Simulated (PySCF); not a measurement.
Electron correlation in Rh³²⁺ (rhodium, charge +32)

[Ne] 3s2 3p1, 2P determinant. Computed with PySCF 2.14 in an uncontracted even-tempered set (18 s from 4.4 bohr⁻², ratio 2.5; 12 p from 5.7 bohr⁻², ratio 2.5; 5 d from 24 bohr⁻², ratio 2.7; 4 f from 36 bohr⁻², ratio 2.7), with the spin-free X2C one-electron Hamiltonian (Gaussian nucleus). Frozen: 1s2; 11 electrons correlated; the 22 highest virtual orbitals of each spin left out.

```csv
level,correlation energy (mhartree)
CCSD,-494.32
(T),-1.39
CCSD(T),-495.71
```

Diagnostics: T1 = 0.0010, D1 = 0.0045, largest double amplitude 0.065.

Spin-orbit coupling, absent here, splits the open shell strongly.

Cost of the coupled-cluster step: of the order of 24 core-seconds, for 11 correlated electrons.

At this charge the one-electron X2C treatment keeps the bare 1/r₁₂, with no two-electron picture change or Breit term. The effect here is smaller than on the frozen 1s shell; and a scalar Hamiltonian misses the large spin-orbit splitting of the p shells, which matters for ns² → np² pairs.
